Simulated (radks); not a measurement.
Q: These are the eigenvalues of the occupied orbitals of an atom or ion with whole-number occupations (eV). All-electron calculation, Dirac Kohn-Sham, BLYP, spin-unpolarised, spherical densities, point nucleus. Program: a radial shooting solver on a logarithmic mesh with Libxc functionals.

orbital  eigenvalue
1s1/2     -76054.06
2s1/2     -13315.46
2p1/2     -12755.25
2p3/2     -11126.97
3s1/2     -3133.421
3p1/2     -2882.745
3p3/2     -2526.225
3d3/2     -2108.163
3d5/2     -2031.126
4s1/2     -688.2159
4p1/2     -582.5124
4p3/2     -498.1457
4d3/2     -325.0289
4d5/2     -309.3738
5s1/2     -122.9331
5p1/2      -89.5081
4f5/2      -89.1602
4f7/2      -86.0371
5p3/2      -75.5959
5d3/2      -30.8124
5d5/2      -29.3350
6s1/2      -24.6056
6p1/2      -17.5175

Which element is it, and in what charge state? The configuration may be excited. Open shells, if any, fill j = l - 1/2 first.

A: Z = 77, iridium, charge +2: Ir2+ in [Xe] 4f14 5d5 6s1 6p1. The list shows which subshells hold electrons but not how many an open one holds; the 1s level, -2794.9 hartree, gives Z - s = 74.8 by -(Z - s)^2/2, which with screening and relativity narrows Z to a few neighbours, and the depths of the outer levels then fix element, charge and occupations together.
